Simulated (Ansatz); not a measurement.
Relaxation of the cluster SiW₂ with RKS PBE0-D4/def2-TZVP.

```sh
$ ansatz run in.yaml --threads 4 --pin off --events-out ev --progress --plain --max-ram 3916MiB
```

```yaml
crystal:
  periodic: [false, false, false]
  atoms:
    - {symbol: W, position_ang: [-1.279290, -0.251870, -0.643550]}
    - {symbol: W, position_ang: [0.135920, 0.847160, 1.173320]}
    - {symbol: Si, position_ang: [1.143370, -0.595280, -0.529770]}
basis:
  gaussian: {orbitals: def2-TZVP}
hamiltonian: {xc: pbe0, dispersion: d4}
scf: {lower_state_search: "off"}
output: {orbitals: {seedname: orbitals}}
relax: {f_tol: 0.02, max_steps: 100}
```

Run time 8.5 s (4 threads of Intel Xeon 6975P-C on a shared host).

Positions (Å) and forces (eV/Å) at steps 1, 2, 3, 4, 6 of 6:

```xyz
3
step=1 energy=-11518.6594 eV
W    -1.279   -0.252   -0.644    4.356    3.174    5.311
W     0.136    0.847    1.173   -3.775   -3.713   -5.898
Si    1.143   -0.595   -0.530   -0.581    0.539    0.587
3
step=2 energy=-11521.2110 eV
W    -1.183   -0.168   -0.507    1.605    1.496    2.397
W     0.031    0.761    1.033   -2.152   -1.125   -2.027
Si    1.152   -0.594   -0.526    0.548   -0.372   -0.370
3
step=3 energy=-11521.0372 eV rejected
W    -1.138   -0.115   -0.426   -3.749   -2.878   -4.768
W    -0.054    0.738    0.981    3.729    2.839    4.711
Si    1.192   -0.623   -0.555    0.020    0.039    0.058
3
step=4 energy=-11521.3776 eV
W    -1.172   -0.145   -0.474    0.428    0.281    0.480
W    -0.007    0.757    1.018   -0.378   -0.289   -0.479
Si    1.179   -0.612   -0.544   -0.050    0.008   -0.001
3
step=6 energy=-11521.3829 eV
W    -1.166   -0.142   -0.469    0.005    0.000    0.001
W    -0.013    0.755    1.014    0.001   -0.002   -0.003
Si    1.179   -0.613   -0.545   -0.006    0.003    0.002
```

In the def2 sets W takes a core potential; there is no spin–orbit coupling. The restricted singlet is unstable: a solution with broken spin symmetry lies lower. The relaxation made no stability test and no search for a lower SCF solution. The structure comes from a short search, and lower isomers may exist.
